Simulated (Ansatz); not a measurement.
Consider the ligand exchange at the Si–O bond: `CN([SiH2]O)[SiH2]F` + H–F → `CN([SiH2]F)[SiH2]F` + H₂O.

Gas-phase electronic energies from Ansatz, PBE0-D4/def2-TZVP geometries. CCSD(T)/CBS is the MP2 limit (def2-TZVPP, def2-QZVPP) plus CCSD(T) − MP2 in def2-TZVPP, frozen cores. This one scheme is used for every species. Each species was taken in one conformer, which may not be the lowest.

`CN([SiH2]O)[SiH2]F`:

Cartesian coordinates in Å:
```
C 0.704 0.631 -1.276
N -0.170 0.061 -0.245
Si 0.305 -1.462 0.417
O 1.750 -1.420 1.201
Si -1.468 1.009 0.331
F -0.975 2.161 1.334
H 1.054 -0.150 -1.956
H 1.582 1.121 -0.845
H 0.163 1.370 -1.874
H 0.542 -2.419 -0.688
H -0.796 -1.881 1.320
H 1.808 -0.894 2.000
H -2.095 1.719 -0.807
H -2.404 0.153 1.089
```

H–F:

Cartesian coordinates in Å:
```
F 0.364 0.281 -0.002
H -0.364 -0.281 0.002
```

`CN([SiH2]F)[SiH2]F`:

```xyz
13

C     0.728   -0.397   -1.266
N     0.055    0.058   -0.043
Si   -1.514    0.727   -0.205
F    -2.597   -0.384   -0.598
Si    0.832   -0.253    1.452
F     0.820   -1.811    1.817
H     1.814   -0.336   -1.152
H     0.451    0.235   -2.114
H     0.469   -1.430   -1.512
H    -1.918    1.315    1.089
H    -1.514    1.693   -1.327
H     2.262    0.115    1.338
H     0.114    0.468    2.522
```

H₂O:

Cartesian coordinates in Å:
```
O -0.365 0.015 -0.135
H -0.079 -0.224 0.749
H 0.443 0.209 -0.614
```

```json
{"species": "`CN([SiH2]O)[SiH2]F`", "CCSD(T)/def2-TZVPP energy (Eh)": "-850.66705"}
{"species": "H–F", "CCSD(T)/def2-TZVPP energy (Eh)": "-100.34454"}
{"species": "`CN([SiH2]F)[SiH2]F`", "CCSD(T)/def2-TZVPP energy (Eh)": "-874.69047"}
{"species": "H₂O", "CCSD(T)/def2-TZVPP energy (Eh)": "-76.33701"}
```

(1) Work out ΔE.

Largest T1 diagnostic among the species: 0.012.

Results:

(1) ΔE = (-874.69047) + (-76.33701) − (-850.66705) − (-100.34454) = -0.01589 Eh = -41.7 kJ/mol. CCSD(T)/CBS gives -43.2 kJ/mol.

In def2-TZVPP, CCSD(T) changes the Hartree–Fock value by +8.6 kJ/mol (the triples alone add +1.4 kJ/mol) and MP2 by +10.3 kJ/mol. The D4 term adds +3.7 kJ/mol with B3LYP and +2.1 kJ/mol with PBE0; it sums over pairs of atoms, weighted by their polarisabilities, and B3LYP, whose exchange is more repulsive, gets the larger term.

B3LYP here is the variant with VWN-RPA as its local correlation; programs differ in this.
